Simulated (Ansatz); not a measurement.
`CN(C)B(O)O` → `OBO` + `C=NC`  (β-hydride elimination)

Isolated molecules relaxed with PBE0-D4/def2-TZVP in Ansatz; ΔE leaves out vibrations. CCSD(T)/CBS adds triple-zeta CCSD(T) − MP2 to the extrapolated MP2 energy (def2 sets, frozen cores). This one scheme is used for every species. Functionals use def2-TZVPP. B3LYP here is the variant with VWN-RPA as its local correlation; programs differ in this. One conformer a species, not always the lowest.

```csv
level,ΔE (eV),difference from CCSD(T)/CBS
PBE-D4,2.07,-0.02
r2SCAN-D4,2.16,0.07
PBE0-D4,2.24,0.15
ωB97X-V,2.16,0.07
B2PLYP,1.95,-0.14
PBE,1.95,-0.14
r2SCAN,2.12,0.03
PBE0,2.14,0.05
B3LYP,1.83,-0.26
HF/def2-TZVPP,1.83,-0.26
MP2/def2-TZVPP,2.16,0.07
CCSD/def2-TZVPP,2.06,-0.03
CCSD(T)/def2-TZVPP,2.05,-0.04
SCS-MP2/def2-QZVPP,2.03,-0.06
HF/CBS(def2),1.82,-0.27
MP2/CBS(def2),2.20,0.11
CCSD(T)/CBS,2.09,0
```

Largest T1 diagnostic among the species: 0.013.

From PBE to PBE0 (25 % exact exchange), in def2-TZVPP and without D4, ΔE moves by +0.19 eV. The D4 term adds +0.18 eV with B3LYP and +0.10 eV with PBE0; it sums over pairs of atoms, weighted by their polarisabilities, and B3LYP, whose exchange is more repulsive, gets the larger term. In def2-TZVPP, CCSD(T) changes the Hartree–Fock value by +0.22 eV (the triples alone add −0.01 eV) and MP2 by +0.33 eV.

CCSD(T)/CBS has its own doubt, a few kJ/mol and more with outer-core shells, so smaller differences from it don't rank the levels.
